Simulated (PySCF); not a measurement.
ethynyl anion (C2H), SMILES [C-]#C, charge -1. Atoms are numbered in the order given.

```xyz
3

C      0.0000     0.0000     0.7560
C      0.0000     0.0000    -0.4938
H      0.0000     0.0000    -1.5731
```
Charge -1, spin multiplicity 1.

Coordinates come from a PBE-D3(BJ)/def2-TZVPD optimisation.

Computed with PySCF with SMD-PBE0/def2-SVPD.

Solvation free energies are E(SMD) − E(gas) at the gas-phase geometry, for 1 M in both phases.

| solvent | ΔG(solv) (kcal/mol) | its non-electrostatic (CDS) part |
|---|---|---|
| water | -71.6 | 5.0 |
| toluene | -41.5 | 1.9 |
| methanol | -71.3 | 3.8 |
